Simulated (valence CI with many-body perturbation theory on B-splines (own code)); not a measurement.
**E1 transitions of Kr VI**

Level of theory: valence CI with perturbative core correlation (CI+MBPT): three valence electrons over a frozen Dirac-Fock core [Ar] 3d10, radial functions for each j: 11 s, 11 p, 10 d, 8 f, 5 g, 2 h, with the one-electron correlation potential Σ1, the two-electron term Σ2, the three-electron term Σ3, Breit, model QED; selected CI, second order for the rest, scaled by the run's own slope (own B-spline code, finite nucleus).

Against 40 measured levels this calculation errs by 204 cm⁻¹ on average and by 839 at most. These come from a selection out of Saloman, J. Phys. Chem. Ref. Data 36, 215 (2007). Levels without a partner in it may be off by more. 3 measured levels below the end of the list, from 390595 cm⁻¹ on, found no clear computed partner, and computed levels of the same name lie up to 2891 cm⁻¹ from them.

Lines 251 to 300 of 589 in falling wavelength, among levels below 68.394 eV, chosen from the strongest by gf and those to the six lowest levels. Wavelengths and rates use the calculated energies, so an error of 200 cm⁻¹ moves a line at 627.4 Å by 0.13 % and its rate by three times that or more. Electric multipoles are in the length gauge, E1 and E2 with the static RPA response of the core. Weak lines are less certain than strong ones. Lines between different terms over intervals too small for the method are left out, as are lines whose strength nearly cancels. Where a level lies close to another of its J and parity, the split of strength between their lines is uncertain. The highest levels of a list are the least certain.

Names give the largest LS component (configuration and term), which can be under half, so a name can repeat, a term be missing and a line seem to break the LS rules; names also repeat where a configuration has a term twice. Letters in brackets count levels of one name in rising energy.

```tsv
λ vac (Å)	λ from measured levels	Upper	Lower	A (s⁻¹)	S (a.u.)
705.5		4s.4p.4f 2F_7/2 [a]	4s.4p.4d 2D°_5/2 [a]	1.34e+09	1.86e+00
698.0		4s.4p.4f 2G_7/2 [b]	4s.4p.4d 2D°_5/2 [b]	6.98e+08	9.38e-01
692.4		4p2.4d 4F_7/2	4s.4p.4d 4F°_9/2	6.80e+08	8.92e-01
686.9		4s.4p.4f 2F_7/2 [c]	4s.4p.4d 2D°_5/2 [b]	4.37e+09	5.59e+00
685.7		4s.4p.4f 2F_5/2 [b]	4s.4p.4d 2D°_3/2 [b]	3.98e+09	3.80e+00
684.7		4p2.4d 4F_5/2	4s.4p.4d 4F°_7/2	7.82e+08	7.43e-01
683.0		4s.4p.4f 2G_9/2 [a]	4s.4p.4d 2F°_7/2 [a]	2.75e+09	4.33e+00
682.4		4p2.4d 4F_9/2	4s.4p.4d 4F°_9/2	1.05e+09	1.65e+00
675.3		4p2.4d 4F_7/2	4s.4p.4d 4F°_7/2	7.73e+08	9.40e-01
672.9		4p2.4d 4F_5/2	4s.4p.4d 4F°_5/2	8.12e+08	7.32e-01
672.1		4p2.4d 4F_3/2	4s.4p.4d 4F°_3/2	1.06e+09	6.37e-01
670.9		4s.4p.4f 2G_9/2 [a]	4s2.4f 2F°_7/2	1.65e+09	2.46e+00
658.7		4s.4p.4f 2G_7/2 [a]	4s.4p.4d 2F°_5/2 [a]	5.65e+09	6.38e+00
647.3		4p2.4d 2D_3/2	4s.4p.4d 2F°_5/2 [a]	1.04e+09	5.56e-01
646.8		4s.4p.4f 4F_5/2	4s.4p.4d 4P°_3/2	1.29e+09	1.03e+00
641.7		4s.4p.4f 4F_7/2	4s.4p.4d 4D°_5/2	2.69e+09	2.81e+00
640.5		4s.4p.4f 4G_7/2	4s.4p.4d 4P°_5/2	5.36e+08	5.56e-01
640.4		4s.4p.4f 4F_7/2	4s.4p.4d 4D°_7/2	5.17e+08	5.36e-01
638.7		4p2.5s 4P_1/2	4s.4p.5s 4P°_3/2	6.30e+09	1.62e+00
638.6		4p2.4d 4D_7/2	4s.4p.4d 4F°_9/2	3.00e+09	3.09e+00
636.5		4s.4p.4f 2D_3/2 [b]	4s.4p.4d 2P°_1/2 [a]	5.09e+09	2.59e+00
632.4		4p2.4d 4D_5/2	4s.4p.4d 4F°_7/2	3.39e+09	2.54e+00
632.1		4s.4p.4f 4F_3/2	4s.4p.4d 4D°_1/2	6.32e+09	3.15e+00
630.4		4s.4p.4f 4D_7/2	4s.4p.4d 2D°_5/2 [a]	9.93e+08	9.82e-01
630.2		4p2.4d 4P_5/2	4s.4p.4d 4D°_7/2	4.11e+09	3.04e+00
630.0		4s.4p.4f 4F_9/2	4s.4p.4d 4D°_7/2	8.57e+09	1.06e+01
629.8		4p2.4d 4D_3/2	4s.4p.4d 4F°_5/2	2.69e+09	1.32e+00
628.8		4s.4p.4f 4F_3/2	4s.4p.4d 4D°_3/2	2.49e+09	1.22e+00
627.8		4s.4p.5p 2D_5/2 [b]	4s.4p.4d 4D°_7/2	1.45e+09	1.07e+00
627.4	626.2	4s.4p.4d 2D°_5/2 [a]	4s.4p2 2P_3/2	7.17e+08	5.24e-01
626.6		4p2.4d 2D_5/2 [c]	4s.4p.4d 2P°_3/2 [a]	6.82e+09	4.97e+00
625.7		4s.4p.4f 4F_5/2	4s.4p.4d 4D°_3/2	5.90e+09	4.28e+00
624.7		4s.4p.4f 2D_3/2 [b]	4s.4p.4d 2P°_3/2 [a]	1.11e+09	5.34e-01
624.0		4p2.4d 4D_7/2	4s.4p.4d 4F°_7/2	6.23e+08	5.98e-01
623.3		4p2.4d 4P_3/2	4s.4p.4d 4D°_5/2	5.87e+09	2.80e+00
623.1	622.9	4p3 2D°_3/2	4s.4p2 4P_5/2	1.17e+09	5.57e-01
623.1		4p2.4d 4D_3/2	4s.4p.4d 4F°_3/2	1.10e+09	5.25e-01
622.9		4p2.4d 4D_1/2	4s.4p.4d 4F°_3/2	4.79e+09	1.14e+00
622.3		4p2.4d 4D_5/2	4s.4p.4d 4F°_5/2	1.28e+09	9.14e-01
621.1		4s.4p.4f 4F_5/2	4s.4p.4d 4P°_5/2	2.05e+09	1.46e+00
619.1		4p2.4d 4P_1/2	4s.4p.4d 4P°_3/2	5.58e+09	1.31e+00
617.4	617.2	4p3 2P°_1/2	4s.4p2 2D_3/2	4.57e+09	1.06e+00
617.4	617.4	4s.4p2 2S_1/2	4s2.4p 2P°_3/2	4.62e+08	1.07e-01
616.8		4p2.4d 2D_5/2 [b]	4s2.4f 2F°_7/2	4.12e+09	2.87e+00
616.0		4s.4p.4f 4F_7/2	4s.4p.4d 4P°_5/2	7.03e+09	6.49e+00
615.4	615.1	4p3 2D°_5/2	4s.4p2 4P_5/2	4.45e+07	3.07e-02
615.3		4s2.6g 2G_7/2	4s2.4f 2F°_5/2	7.13e+08	6.56e-01
615.0	614.8	4p3 2P°_3/2	4s.4p2 2D_5/2	3.49e+09	1.60e+00
612.7		4p2.4d 2D_3/2	4s.4p.4d 2D°_3/2 [a]	1.17e+09	5.30e-01
612.1	612.3	4p3 4S°_3/2	4s.4p2 4P_5/2	5.75e+09	2.60e+00
```
